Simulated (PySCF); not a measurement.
Predicted microwave data (B3LYP/def2-SVPD in PySCF (dipole) on a GFN2-xTB geometry, gas phase) for one isomer of C5H6SSi:

```
Rotational constants : A = 1978, B = 1523, C = 1214 MHz
Dipole components    : |μa| = 0.44 D, |μb| = 0.04 D, |μc| = 1.16 D
Inertial defect      : -170.92 u·Å²
κ                    : -0.19
```

**Question.** Which candidate fits, each taken in the one conformer that was computed?
A. `[CH:1]#[C:2][C:3]#[C:4][CH2:5][S:6][SiH3:7]` with C4–C5–S6–Si7 -61°
B. `[CH:1]#[C:2][CH2:3][C:4]1=[CH:5][S:6][SiH2:7]1` with C2–C3–C4–C5 -121°
C. `[CH:1]#[C:2][CH:3]([C:4]#[CH:5])[S:6][SiH3:7]` with C2–C3–S6–Si7 61°

**Answer.** C. It is C#CC(C#C)S[SiH3], an asymmetric top. The candidates at the same level (rigid rotor, commonest isotopes):

```tsv
SMILES	A (MHz)	B (MHz)	C (MHz)	μa (D)	μb (D)	μc (D)	Δ (u·Å²)	point group	rotor
C#CCC1=CS[SiH2]1	4067	1058	936.9	1.37	0.29	0.88	-62.30	C1	near-prolate asymmetric top
C#CC(C#C)S[SiH3]	1978	1523	1214	0.44	0.04	1.16	-170.92	near Cs	asymmetric top
C#CC#CCS[SiH3]	3360	826.3	703.1	0.31	0.36	1.01	-43.29	C1	near-prolate asymmetric top
```

`C#CCC1=CS[SiH2]1` has A 106 % too high; `C#CC#CCS[SiH3]` has A 70 % too high. No structure here is proved a minimum.
